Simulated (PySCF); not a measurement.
Molecule: SMILES N[SiH](N)O[SiH3], H8N2OSi2.

Bonds (- single, = double, # triple, : aromatic): N1-Si2, Si2-N3, Si2-O4, O4-Si5. N1 carries H6, H7; Si2 carries H8; N3 carries H9, H10; Si5 carries H11, H12, H13.

Frames of a GFN2-xTB Langevin trajectory at 200 K; GIAO PBE0/pcSseg-1 shieldings in PySCF 2.14, gas phase, non-relativistic; equivalent atoms averaged within each frame.

Referencing at the same level of theory: NH3 for $^{15}$N (σref 267.73); TMS for $^{29}$Si (σref 349.16) and $^{1}$H (σref 31.72); $^{17}$O (σref 336.08) vs H2O. The references are static minima.

Task: How do the shifts (ppm) fluctuate along the trajectory?

Result: 
```tsv
time (fs)	N1/N3	Si5	Si2	O4	H8	H11/H12/H13	H6/H7/H9/H10
optimised geometry	27.3	-50.2	-44.5	51.6	4.87	5.17	0.58
250	25.0	-46.7	-48.7	43.7	5.67	4.68	0.55
425	27.1	-56.3	-38.6	58.9	5.13	5.16	0.87
625	24.7	-53.0	-42.9	51.1	4.94	5.45	0.61
800	31.9	-52.3	-37.8	33.1	5.70	5.21	0.69
1000	27.9	-54.1	-43.0	46.2	5.66	5.28	0.76
mean of frames	27.3	-52.5	-42.2	46.6	5.42	5.16	0.70
standard deviation	2.9	3.6	4.3	9.5	0.36	0.29	0.13
```

5 frames give an uncertainty of the mean of about the standard deviation over 2.2 at best, since frames this close in time may not be independent; classical motion lacks zero-point vibration, and the reference would need the same averaging.
